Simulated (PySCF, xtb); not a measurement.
C₃H₅F₃O, SMILES FC(F)(F)OCC. The values are those of a single conformer.

Harmonic wavenumbers (cm⁻¹) from xtb with GFN2-xTB at its own minimum, in rising order: 47, 101, 166, 205, 330, 389, 391, 534, 555, 610, 835, 837, 947, 998, 1077, 1088, 1142, 1143, 1238, 1250, 1337, 1399, 1463, 1464, 1485, 2932, 2942, 3058, 3062, 3065.

Problem. What does ωB97X-D3(BJ)/def2-SVP in PySCF give at its own minimum? (Estimate from the structure and the level; the computed values follow.)

Solution. 33, 108, 192, 255, 359, 442, 444, 605, 630, 693, 826, 870, 989, 1127, 1150, 1186, 1230, 1307, 1314, 1356, 1403, 1459, 1465, 1491, 1519, 3080, 3086, 3146, 3182, 3185. Paired by order, the mean absolute difference is 70 cm⁻¹ and the zero-point energies are 51.6 and 54.5 kcal/mol.
